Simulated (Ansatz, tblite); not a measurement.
Forces on `CN(C)c1ccc(-c2ccc(-c3ccc(-c4ccc(-c5ccc(-c6ccc(C#N)s6)s5)s4)s3)s2)s1` at its PBE-D4/def2-SVP geometry. Charge 0, multiplicity 1.

The xTB rows come from tblite. Single mean-field runs in def2-SVP are fitted with def2-universal-jkfit.

GFN2-xTB (tblite), largest force 3.32 eV/Å:

```xyz
53
positions Å, forces eV/Å
C    -0.708    6.885    8.570    0.009   -0.096    0.279
N    -1.041    7.338    7.235    0.036   -0.138   -0.259
C    -1.016    8.758    6.945    0.016    0.349   -0.002
C    -0.950    6.465    6.179    0.119    0.102   -0.534
C    -0.985    6.743    4.807   -0.012   -0.340    0.444
C    -0.915    5.572    4.012    0.040   -0.198    0.174
C    -0.805    4.388    4.736   -0.002    0.200   -0.342
C    -0.698    3.030    4.278   -0.024   -0.277    0.266
C    -0.704    1.840    5.015    0.010    0.180   -0.247
C    -0.572    0.680    4.220   -0.009    0.201   -0.194
C    -0.462    0.946    2.852   -0.004   -0.301    0.367
C    -0.315    0.013    1.769    0.004   -0.413    0.205
C    -0.281   -1.387    1.824    0.011    0.270   -0.154
C    -0.113   -1.996    0.563    0.002    0.228   -0.137
C    -0.015   -1.086   -0.495   -0.011   -0.326    0.212
C     0.163   -1.334   -1.898    0.016    0.314   -0.232
C     0.243   -0.420   -2.956   -0.004   -0.253    0.148
C     0.426   -1.028   -4.216   -0.009   -0.222    0.153
C     0.490   -2.424   -4.160    0.010    0.414   -0.231
C     0.670   -3.352   -5.245    0.032    0.259   -0.383
C     0.827   -3.076   -6.609   -0.015   -0.192    0.241
C     0.984   -4.231   -7.402   -0.015   -0.164    0.186
C     0.953   -5.423   -6.672    0.025    0.230   -0.289
C     1.080   -6.781   -7.132   -0.016   -0.249    0.328
C     1.081   -7.965   -6.384    0.012    0.188   -0.213
C     1.229   -9.129   -7.169    0.018    0.198   -0.292
C     1.343   -8.854   -8.533   -0.004   -0.351    0.260
C     1.503   -9.765   -9.601    0.253   -1.470   -1.691
N     1.636  -10.522  -10.493   -0.375    2.127    2.520
S     1.263   -7.128   -8.836   -0.005   -0.198    0.263
S     0.720   -5.081   -4.967    0.028    0.244   -0.247
S     0.319   -2.973   -2.503   -0.004    0.319   -0.153
S    -0.134    0.557    0.112   -0.024   -0.294    0.191
S    -0.519    2.679    2.568   -0.041   -0.193    0.284
S    -0.783    4.738    6.466   -0.100    0.391   -0.324
H    -1.051    7.633    9.310    0.186   -0.335   -0.420
H    -1.232    5.930    8.791    0.283    0.507   -0.226
H     0.386    6.715    8.717   -0.591    0.122   -0.164
H    -1.258    9.323    7.864    0.143   -0.320   -0.449
H    -0.025    9.106    6.565   -0.498   -0.243    0.233
H    -1.780    9.008    6.181    0.384   -0.215    0.417
H    -1.059    7.755    4.394    0.038   -0.740    0.253
H    -0.943    5.584    2.914    0.031   -0.023    0.760
H    -0.813    1.824    6.108    0.092    0.027   -0.754
H    -0.557   -0.340    4.628   -0.016    0.726   -0.259
H    -0.379   -1.945    2.764    0.074    0.369   -0.674
H    -0.066   -3.084    0.410   -0.029    0.754    0.092
H     0.169    0.665   -2.804    0.052   -0.759   -0.091
H     0.510   -0.468   -5.157   -0.062   -0.371    0.675
H     0.827   -2.054   -7.011    0.003   -0.731    0.259
H     1.122   -4.210   -8.492   -0.099   -0.026    0.752
H     0.980   -7.973   -5.290    0.066    0.017   -0.763
H     1.256  -10.152   -6.772   -0.022    0.699   -0.238
```

PBE-D4/def2-SVP (Ansatz), largest force 0.02 eV/Å:

```
C 0.000 -0.010 -0.004
N -0.004 0.015 -0.005
C 0.001 -0.003 -0.001
C 0.006 -0.004 0.003
C -0.004 -0.002 0.000
C 0.006 -0.001 0.002
C -0.002 -0.002 -0.005
C 0.000 0.006 -0.009
C -0.001 -0.001 0.004
C -0.001 -0.002 -0.002
C 0.001 -0.006 -0.003
C -0.002 0.003 0.004
C 0.001 0.000 0.001
C -0.001 -0.001 -0.001
C -0.001 0.007 -0.001
C 0.000 -0.004 0.000
C 0.000 0.000 -0.001
C -0.001 0.001 -0.002
C -0.001 -0.001 0.004
C -0.001 -0.004 -0.001
C 0.001 0.001 0.001
C -0.001 0.001 -0.001
C -0.001 0.000 0.006
C 0.000 0.000 -0.004
C 0.001 0.001 0.001
C -0.002 -0.002 -0.002
C 0.003 0.002 0.000
C 0.000 0.000 0.000
N 0.000 0.000 0.000
S -0.001 -0.001 0.001
S 0.001 0.001 -0.002
S 0.001 0.002 -0.002
S 0.002 -0.002 0.001
S 0.001 0.000 0.003
S -0.001 -0.001 0.004
H 0.000 0.000 0.005
H 0.002 0.005 -0.002
H -0.005 0.001 0.001
H 0.002 0.000 0.002
H -0.002 -0.002 -0.001
H -0.001 0.001 0.000
H 0.000 -0.003 0.008
H 0.001 0.000 -0.003
H 0.001 0.002 0.000
H 0.001 0.001 0.000
H 0.001 0.000 0.001
H 0.001 0.000 0.000
H 0.000 0.000 0.000
H 0.000 0.000 0.000
H 0.000 0.000 0.000
H 0.000 -0.001 0.000
H 0.000 0.000 0.000
H -0.001 0.000 0.000
```

r2SCAN-D4/def2-SVP (Ansatz), largest force 0.98 eV/Å:

```
C 0.031 -0.079 0.167
N 0.001 -0.083 -0.105
C 0.004 0.169 -0.054
C 0.022 0.049 -0.043
C -0.008 -0.011 0.092
C 0.019 -0.094 0.048
C -0.007 0.119 -0.061
C 0.004 -0.109 0.012
C -0.001 0.064 -0.033
C 0.004 0.019 -0.082
C -0.010 -0.001 0.119
C 0.007 -0.107 -0.029
C 0.001 0.069 -0.009
C 0.004 0.053 -0.057
C -0.011 -0.039 0.106
C 0.011 0.033 -0.107
C -0.003 -0.047 0.052
C 0.002 -0.075 0.010
C -0.010 0.115 0.033
C 0.014 -0.025 -0.114
C -0.006 -0.020 0.064
C -0.003 -0.063 0.044
C -0.004 0.118 -0.019
C 0.007 -0.115 0.000
C 0.001 0.054 -0.038
C 0.006 0.027 -0.100
C -0.011 0.026 0.129
C 0.087 -0.507 -0.571
N -0.111 0.634 0.740
S -0.011 -0.143 0.206
S 0.021 0.137 -0.202
S 0.001 0.223 -0.094
S -0.005 -0.220 0.100
S -0.014 -0.124 0.207
S -0.030 0.159 -0.175
H 0.073 -0.164 -0.189
H 0.118 0.242 -0.063
H -0.245 0.046 -0.054
H 0.056 -0.153 -0.205
H -0.213 -0.099 0.086
H 0.169 -0.079 0.181
H 0.014 -0.211 0.099
H 0.007 -0.002 0.226
H 0.024 0.005 -0.229
H -0.003 0.216 -0.085
H 0.021 0.118 -0.199
H -0.010 0.227 0.032
H 0.016 -0.228 -0.032
H -0.018 -0.118 0.199
H 0.000 -0.217 0.085
H -0.029 -0.005 0.227
H 0.021 0.000 -0.231
H -0.006 0.215 -0.086
```
